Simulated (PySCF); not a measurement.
InCl3, SMILES [In]([Cl])([Cl])[Cl].

The structure is a stationary point at PBE0-D3(BJ)/def2-SVP. The isomer is the one that the SMILES or the coordinates give; other isomers of the formula were not compared. The def2 effective core potentials stand for the cores of In; spin–orbit coupling is left out.

Calculation: IEF-PCM-B3LYP/def2-SVP run with PySCF 2.14.0.

The values are the electrostatic part of the solvation free energy, E(continuum) − E(gas) at the gas-phase geometry, in a cavity of scaled van der Waals radii (PySCF's table); cavitation and dispersion terms are not included. A continuum can't describe solvent molecules that bind to the metal. In vacuum the orbital gap is 5.67 eV. The dipole moment in vacuum is 0.00 D.

**Question.** Estimate the values in water (ε = 78.36), chlorobenzene (ε = 5.70), acetonitrile (ε = 35.69). (An estimate is asked for; the answer gives what the named calculation found.)

**Answer.** 
```tsv
solvent	ε	ΔG(elec) (kcal/mol)	dipole (D)	gap (eV)
water	78.36	-6.8	0.00	5.88
chlorobenzene	5.70	-5.0	0.00	5.83
acetonitrile	35.69	-6.6	0.00	5.88
```
